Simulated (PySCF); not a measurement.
**Dipole response of Ge+ (germanium, charge +1)**

[Ar] 3d10 4s2 4p1, 2P determinant. Calculation: PySCF 2.14, in def2-QZVPPD (12s7p5d4f1g, 95 functions); the non-relativistic Hamiltonian (point nucleus). Coupled (time-dependent) response in atomic units; α is the mean over directions.

```tsv
method	mean α (bohr³)	α xx, yy, zz	C₆ (like pair)	S(−4)
UHF	20.52	19.66, 22.24, 19.66	123.1	156.2
PBE	19.47	18.11, 22.19, 18.11	113.8	147.7
PBE0	19.53	18.39, 21.82, 18.39	114.7	144.5
```

S(−4) is the Cauchy moment in α(ω) = α(0) + S(−4) ω² + …

Spin-orbit coupling is absent.

α(iu) at PBE:

| u (hartree) | α(iu) (bohr³) |
| --- | --- |
| 0 | 19.47 |
| 0.0500 | 19.11 |
| 0.100 | 18.12 |
| 0.200 | 15.11 |
| 0.300 | 11.99 |
| 0.500 | 7.508 |
| 0.750 | 4.596 |
| 1.00 | 3.137 |
| 1.50 | 1.811 |
| 2.00 | 1.233 |
| 3.00 | 0.7235 |
| 5.00 | 0.3679 |

For an ion, C₆ is the dispersion term alone; charge-induced terms of lower order in 1/R come first.

The components differ because the open shell of this determinant is not spherical; for a pure term their mean is the scalar polarisability.
